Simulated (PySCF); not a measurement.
C3H3F3, SMILES F[C@H]1[C@H](F)[C@H]1F. Geometry: PBE-D3(BJ)/def2-SVP. The structure was generated by enumeration; whether it is a known compound was not checked.

**Question.** Give the equilibrium geometry at PBE-D3(BJ)/def2-SVP (PySCF confirms it by a frequency run) as bond lengths and angles, and its point group. (The exact figures need the calculation; the answer reports its results.)

**Answer.** point group Cs.
Atoms: F1 C2 C3 F4 C5 F6 H7 H8 H9. Bond lengths (Å): F1–C2 1.361, C2–C3 1.521, C2–C5 1.503, C2–H7 1.106, C3–F4 1.361, C3–C5 1.503, C3–H8 1.106, C5–F6 1.365, C5–H9 1.106. Angles (°): F1–C2–C3 119.8, F1–C2–C5 118.0, F1–C2–H7 113.9, C3–C2–C5 59.6, C3–C2–H7 116.7, C5–C2–H7 118.5, C2–C3–F4 119.8, C2–C3–C5 59.6, C2–C3–H8 116.7, F4–C3–C5 118.0, F4–C3–H8 113.9, C5–C3–H8 118.5, C2–C5–C3 60.8, C2–C5–F6 120.7, C2–C5–H9 114.8, C3–C5–F6 120.7, C3–C5–H9 114.8, F6–C5–H9 114.6.
